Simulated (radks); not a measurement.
Removal energies from the lanthanum ion La4+, [Kr] 4d10 5s2 5p5, by Delta-SCF beside the eigenvalue of the level emptied. Method: scalar-relativistic Kohn-Sham, PBEsol, spin-polarised, spherical densities, finite nucleus; Fermi nuclear charge, rms radius of each element as measured or else 0.836 A^(1/3) + 0.57 fm; computed with a radial shooting solver on a logarithmic mesh with Libxc functionals. Open shells are filled with parallel spins first.

removed from,final configuration,Delta-SCF (eV),-eigenvalue (eV)
5p,[Kr] 4d10 5s2 5p4,62.603,56.581
5s,[Kr] 4d10 5s1 5p5,80.822,74.142
4d,[Kr] 4d9 5s2 5p5,152.75,141.36
4p,[Ar] 3d10 4s2 4p5 4d10 5s2 5p5,249.59,237.49
